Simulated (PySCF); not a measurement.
PBE on Ti⁻ (titanium, charge -1), [Ar] 3d3 4s2, high-spin 4F determinant. All numbers are calculated (PySCF 2.14, the spin-free X2C one-electron Hamiltonian (Gaussian nucleus), in x2c-TZVPPall with one added diffuse shell each of s, p, d, f type (7s6p5d3f1g, 80 functions)).

```
cycle= 1 E= -853.492287194224  delta_E= -0.0135  |g|= 0.151  |ddm|= 1.13
cycle= 2 E= -853.419674279162  delta_E= 0.0726  |g|=  0.4  |ddm|= 0.663
cycle= 3 E= -853.50401823424  delta_E= -0.0843  |g|= 0.0121  |ddm|= 0.447
cycle= 4 E= -853.503682055193  delta_E= 0.000336  |g|= 0.0251  |ddm|= 0.0759
cycle= 5 E= -853.504209510123  delta_E= -0.000527  |g|= 0.0008  |ddm|= 0.0508
cycle= 6 E= -853.504210054156  delta_E= -5.44e-07  |g|= 3.31e-05  |ddm|= 0.00332
cycle= 7 E= -853.504210057145  delta_E= -2.99e-09  |g|= 9.39e-06  |ddm|= 0.000256
cycle= 8 E= -853.504210057205  delta_E= -6.04e-11  |g|= 5.07e-07  |ddm|= 1.79e-05
converged SCF energy = -853.504210057205  <S^2> = 3.7753117  2S+1 = 4.0126359
```

Highest occupied orbital energy: 1.904 eV; ⟨L²⟩ = 12.00; populations by l: s 8.00, p 12.00, d 3.00, f 0.00.

Question: Can this result be used?

Answer: With care. Self-consistency was reached. At PBE the highest occupied level has a positive energy, so only the finite basis holds that electron; in a semilocal or global hybrid functional this comes from self-interaction and does not mean that the real anion is unbound.
